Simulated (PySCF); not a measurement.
Compound: C₇H₇N₃.
SMILES with atom numbers: `[CH3:1][c:2]1[n:3][n:4][n:5]2[cH:6][cH:7][cH:8][cH:9][c:10]12`

NICS is the negative of the GIAO shielding at a point without a nucleus: at the ring centre (0) and 1 Å above and below it (1); zz is the component along the ring normal. Level: GIAO PBE0/pcSseg-1 (PySCF, non-relativistic, gas phase) on the GFN2-xTB geometry, one conformer.

Ring bond lengths (Å), with Mayer bond orders in brackets: C2–N3 1.334 (1.41), N3–N4 1.292 (1.40), N4–N5 1.324 (1.14), N5–C10 1.387 (0.91), C10–C2 1.402 (1.26); N5–C6 1.354 (1.07), C6–C7 1.359 (1.57), C7–C8 1.415 (1.26), C8–C9 1.365 (1.59), C9–C10 1.403 (1.20), C10–N5 1.387 (0.91).

Task: What do the NICS probes read (ppm)?

Result: 
```csv
ring,type,NICS(0),"NICS(1), two faces","NICS(1)zz, two faces",rms pucker (Å),"centre to ring atoms, mean (Å)"
C2–N3–N4–N5–C10,5-membered ring with 3 N; formal bonds all aromatic,-15.7,-15.8 / -15.8,-40.5 / -40.5,0.00,1.15
N5–C6–C7–C8–C9–C10,6-membered ring with N; formal bonds all aromatic,-7.1,-9.0 / -9.0,-21.5 / -21.5,0.00,1.38
```

Task: What do they say, and how far can they be read as aromaticity?

Result: 
- C2–N3–N4–N5–C10: mean NICS(1)zz -40.5 ppm, shielded, aromatic by this magnetic criterion (flat ring, no four-coordinate atom), though in fused rings the probe also feels the neighbouring ring.
- N5–C6–C7–C8–C9–C10: mean NICS(1)zz -21.5 ppm, shielded. The ring is flat and has no four-coordinate atom; by the NICS criterion it is aromatic, though in fused rings the probe also feels the neighbouring ring.

Task: What does the geometric index give? Use HOMA with the parameters of Krygowski (1993).

Result: 
- C2–N3–N4–N5–C10: HOMA 0.92; the largest term is that of N5–C10, α(R − Ropt)² = 0.26. The geometric and the magnetic index point the same way.
- N5–C6–C7–C8–C9–C10: HOMA 0.85; the largest term is that of C10–N5, α(R − Ropt)² = 0.26. The geometric and the magnetic index point the same way.

Task: At the second NICS(1) probe listed for ring N5–C6–C7–C8–C9–C10, 1 Å off the ring, what do the in-plane components average?

Result: The isotropic value is a third of the trace: (3 × -9.0 − (-21.5))/2 = -2.8 ppm.

Task: List the ring angles and the Hirshfeld charges of the ring atoms.

Result: 
- C2–N3–N4–N5–C10: C2 107.7° (+0.013 e), N3 110.9° (-0.136 e), N4 108.3° (-0.106 e), N5 110.2° (+0.060 e), C10 103.0° (+0.018 e); sum 540.0° against 540° for a flat convex ring.
- N5–C6–C7–C8–C9–C10: N5 122.4° (+0.060 e), C6 118.9° (+0.018 e), C7 120.6° (-0.056 e), C8 120.3° (-0.049 e), C9 118.8° (-0.045 e), C10 119.0° (+0.018 e); sum 720.0° against 720° for a flat convex ring.

The run took 47 s wall on an Arm Neoverse V1 with one thread, no GPU, shared host. This is the whole shielding run at PBE0/pcSseg-1, SCF included.
